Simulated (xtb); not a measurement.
H$_{7}$NSi$_{2}$, charge +1, doublet, from a rough starting geometry (a state made from the parent by changing its charge; the spin is typed, not shown lowest); GFN2-xTB (xtb 6.7.1).

The xtb input:
```
$ xtb mol.xyz --gfn 2 --chrg 1 --uhf 1 --opt vtight --json

# file mol.xyz
10

Si     1.50807595    -0.27617317     0.35800683
N      0.07491018    -0.10230037    -0.54453780
Si    -1.49588018     0.31952672    -0.12180940
H      2.58206525    -0.43393770    -0.59329446
H      1.63831845     0.92794739     1.17664914
H      1.45155465    -1.47270508     1.29435863
H      0.14645126    -0.57942911    -1.47714861
H     -2.23536037    -0.68895104     0.63358210
H     -2.29802927     0.65506962    -1.37695936
H     -1.38867309     1.60460917     0.72916173
```

### Question
What does xtb print? Leave out banner, timings and long lists.

### Answer

```
   ID    Z sym.   atoms
    1   14 Si     1, 3
    2    7 N      2
    3    1 H      4-10

           -------------------------------------------------
          |                Calculation Setup                |
           -------------------------------------------------

           -------------------------------------------------
          |                 G F N 2 - x T B                 |
           -------------------------------------------------

          ...................................................
          :                      SETUP                      :
          :.................................................:
          :  # basis functions                  31          :
          :  # atomic orbitals                  29          :
          :  # shells                           15          :
          :  # electrons                        19          :
          :  max. iterations                   250          :
          :  Hamiltonian                  GFN2-xTB          :
          :  restarted?                      false          :
          :  GBSA solvation                  false          :
          :  PC potential                    false          :
          :  electronic temp.          300.0000000     K    :
          :  accuracy                    1.0000000          :
          :  -> integral cutoff          0.2500000E+02      :
          :  -> integral neglect         0.1000000E-07      :
          :  -> SCF convergence          0.1000000E-05 Eh   :
          :  -> wf. convergence          0.1000000E-03 e    :
          :  Broyden damping             0.4000000          :
          :  net charge                          1          :
          :  unpaired electrons                  1          :
          ...................................................

 iter      E             dE          RMSdq      gap      omega  full diag
   1     -9.4460509 -0.944605E+01  0.670E+00    5.73       0.0  T
   2     -9.5390053 -0.929544E-01  0.532E+00    5.55       1.0  T
   3     -9.5565328 -0.175275E-01  0.270E+00    5.17       1.0  T
   4     -9.5156118  0.409209E-01  0.238E+00    4.68       1.0  T
   5     -9.5847541 -0.691423E-01  0.187E+00    5.43       1.0  T
   6     -9.5912138 -0.645968E-02  0.146E+00    5.49       1.0  T
   7     -9.5913285 -0.114703E-03  0.995E-01    5.52       1.0  T
   8     -9.5937655 -0.243701E-02  0.294E-01    5.58       1.0  T
   9     -9.5938961 -0.130592E-03  0.347E-01    5.55       1.0  T
[...]
 * total energy  :    -9.5104309 Eh     change       -0.1887382E-04 Eh
 * total energy  :    -9.5104355 Eh     change       -0.4601945E-05 Eh
 * total energy  :    -9.5104373 Eh     change       -0.1836878E-05 Eh
 * total energy  :    -9.5104384 Eh     change       -0.1103096E-05 Eh
 * total energy  :    -9.5104391 Eh     change       -0.6183758E-06 Eh
 * total energy  :    -9.5104395 Eh     change       -0.4347915E-06 Eh
 * total energy  :    -9.5104396 Eh     change       -0.1454817E-06 Eh
 * total energy  :    -9.5104398 Eh     change       -0.1409346E-06 Eh
 * total energy  :    -9.5104399 Eh     change       -0.1198847E-06 Eh
 * total energy  :    -9.5104400 Eh     change       -0.1040324E-06 Eh
 * total energy  :    -9.5104401 Eh     change       -0.1031040E-06 Eh
 * total energy  :    -9.5104402 Eh     change       -0.9977202E-07 Eh
   *** GEOMETRY OPTIMIZATION CONVERGED AFTER 28 ITERATIONS ***
         :: total energy              -9.510440207297 Eh    ::
[...]
     4   1 H        0.915     0.038     2.473     2.460
     5   1 H        0.921    -0.012     3.276     2.830
     6   1 H        0.914     0.041     2.434     2.440
     7   1 H        0.862     0.209     1.063     1.615
     8   1 H        0.915     0.038     2.473     2.460
     9   1 H        0.914     0.041     2.434     2.440
    10   1 H        0.921    -0.012     3.276     2.830

 Mol. C6AA /au·bohr⁶  :       1286.166482
 Mol. C8AA /au·bohr⁸  :      52567.355593
 Mol. α(0) /au        :         63.119181

Wiberg/Mayer (AO) data.
largest (>0.10) Wiberg bond orders for each atom

 ---------------------------------------------------------------------------
     #   Z sym  total        # sym  WBO       # sym  WBO       # sym  WBO
 ---------------------------------------------------------------------------
     1  14 Si   3.575 --     2 N    1.015     5 H    0.900     4 H    0.788
                             6 H    0.781
     2   7 N    3.358 --     3 Si   1.015     1 Si   1.015     7 H    0.943
     3  14 Si   3.575 --     2 N    1.015    10 H    0.900     8 H    0.788
                             9 H    0.781
     4   1 H    0.988 --     1 Si   0.788
     5   1 H    1.000 --     1 Si   0.900
     6   1 H    0.986 --     1 Si   0.781
     7   1 H    0.957 --     2 N    0.943
     8   1 H    0.988 --     3 Si   0.788
     9   1 H    0.986 --     3 Si   0.781
    10   1 H    1.000 --     3 Si   0.900
 ---------------------------------------------------------------------------

Topologies differ in total number of bonds
Writing topology from bond orders to xtbtopo.mol

molecular dipole:
                 x           y           z       tot (Debye)
 q only:       -0.008      -0.063      -0.029
   full:       -0.013      -0.124      -0.078       0.375
molecular quadrupole (traceless):
                xx          xy          yy          xz          yz          zz
 q only:       10.079      -3.422      -4.791       2.672      -0.157      -5.287
  q+dip:        8.609      -3.011      -3.932       2.463       0.531      -4.678
   full:       10.531      -3.612      -4.933       2.868       0.135      -5.598

optimized geometry written to: xtbopt.xyz

           -------------------------------------------------
          | TOTAL ENERGY               -9.510440207297 Eh   |
          | GRADIENT NORM               0.000036157751 Eh/α |
          | HOMO-LUMO GAP               5.106511238234 eV   |
           -------------------------------------------------
```
